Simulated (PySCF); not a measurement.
Exact mass, isotope pattern and composition

Species: `F[C@@H]1C[C@@H](CC(F)(F)F)OCO1`.

Calculated from isotope tables alone.

Problem. What are the average molar mass and the monoisotopic mass?

Solution. For C6H8F4O2, with standard atomic weights, 4 × 18.998 + 6 × 12.011 + 2 × 15.999 + 8 × 1.008 = 188.120 g/mol. From the most abundant isotopes (19F, 12C, 16O, 1H), 4 × 18.998403 + 6 × 12.000000 + 2 × 15.994915 + 8 × 1.007825 = 188.0460 u.

Problem. Give the isotope pattern of the molecular ion M+•, merging species of the same nominal mass.

Solution. 
```json
{"nominal mass": "188", "m/z (centroid)": "188.0455", "relative intensity": "100.0"}
{"nominal mass": "189", "m/z (centroid)": "189.0489", "relative intensity": "6.7"}
{"nominal mass": "190", "m/z (centroid)": "190.0505", "relative intensity": "0.6"}
```

Cut off at 0.1 %. One electron mass, 0.00055 u, is taken off. Abundances used (%; other tables differ somewhat): 12C 98.93, 13C 1.07; 16O 99.757, 17O 0.038, 18O 0.205; 1H 99.9885, 2H 0.0115.

Problem. Find the degree of unsaturation and check the nitrogen rule.

Solution. (2 × 6 + 2 + 0 − 12)/2 = 1; the structure has 1 ring and 0 π bonds. The nominal mass 188 is even, with 0 nitrogens, as the rule says.

Problem. What resolving power m/Δm just matches the spacing of the species with one 13C and with one 2H?

Solution. They lie 0.00292 u apart at mass 189.05, so m/Δm is about 65000.

Problem. What share of all molecules is the monoisotopic species?

Solution. 1^4 × 0.9893^6 × 0.99757^2 × 0.999885^8 = 93.21 %.

Problem. List the species in which a single atom is changed from its most abundant isotope.

Solution. Intensity in % of the monoisotopic species:

```tsv
isotope	mass shift (u)	m/z	intensity (%)
13C	+1.00335	189.0488	6.49
17O	+1.00422	189.0497	0.08
2H	+1.00628	189.0518	0.09
18O	+2.00425	190.0497	0.41
```

Species under 0.02 % are left out.

Problem. What is the composition by mass?

Solution. F 40.40 %, C 38.31 %, O 17.01 %, H 4.29 %.
